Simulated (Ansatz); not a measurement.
# From B to In: the atomisation energy (no zero-point term)

One atom is swapped for its congeners: B(SeH)3; Al(SeH)3; Ga(SeH)3; In(SeH)3. All are singlets with charge 0.

Shapes, held fixed at every level: PBE0-D4/def2-TZVP. Programs: Ansatz 0.2.0. Values in eV.

| level | B(SeH)3 | Al(SeH)3 | Ga(SeH)3 | In(SeH)3 |
| --- | --- | --- | --- | --- |
| HF/def2-TZVPP | 14.30 | 13.53 | 12.45 | 11.71 |
| r2SCAN-D4/def2-TZVPP | 21.43 | 19.93 | 18.87 | 17.95 |
| r2SCAN0-D4/def2-TZVPP | 20.98 | 19.56 | 18.51 | 17.60 |
| wB97M-V/def2-TZVPP | 20.88 | 19.44 | 18.28 | 17.53 |
| CCSD/def2-TZVPP | 20.03 | 18.76 | 17.88 | 16.90 |
| CCSD(T)/def2-TZVPP | 20.55 | 19.19 | 18.32 | 17.34 |

At CCSD(T)/def2-TZVPP the atomisation energy falls at every step, from 20.55 to 17.34 eV. Every level shows the same order. For atoms past krypton def2 sets carry core potentials with scalar relativity. Relativity is left out for Ga, Se unless named. Correlated rows may include outer-core shells of Ga, In, Se, which these sets cover unevenly. Spin-orbit coupling, which grows down the group, is left out (summed over each molecule's free atoms 0.35, 0.36, 0.42, 0.53 eV).
